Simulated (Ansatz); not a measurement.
`F[SiH]1N=C1S` → `FC1=N[SiH2]S1`  (isomerisation)

Isolated molecules relaxed with PBE0-D4/def2-TZVP in Ansatz; ΔE leaves out vibrations. CCSD(T)/CBS is the MP2 limit (def2-TZVPP, def2-QZVPP) plus CCSD(T) − MP2 in def2-TZVPP, frozen cores. Functionals use def2-TZVPP. Each species was taken in one conformer, which may not be the lowest.

```
             level  ΔE (kJ/mol)
            PBE-D4         13.2
           r2SCAN0         16.8
       HF/def2-SVP          5.6
SCS-MP2/def2-QZVPP         30.9
```

What does CCSD(T)/CBS give? (An estimate is asked.)

The calculation gave: +27.5 kJ/mol. The listed levels differ from it by -14.3, -10.7, -21.9, 3.4 kJ/mol.

Largest T1 diagnostic among the species: 0.015.

From BLYP to BHLYP (50 % exact exchange), in def2-TZVPP and without D4, ΔE moves by −6.7 kJ/mol. At CCSD(T), def2-SVP lies −16.7 kJ/mol from the extrapolated value and def2-TZVPP −2.6 kJ/mol.
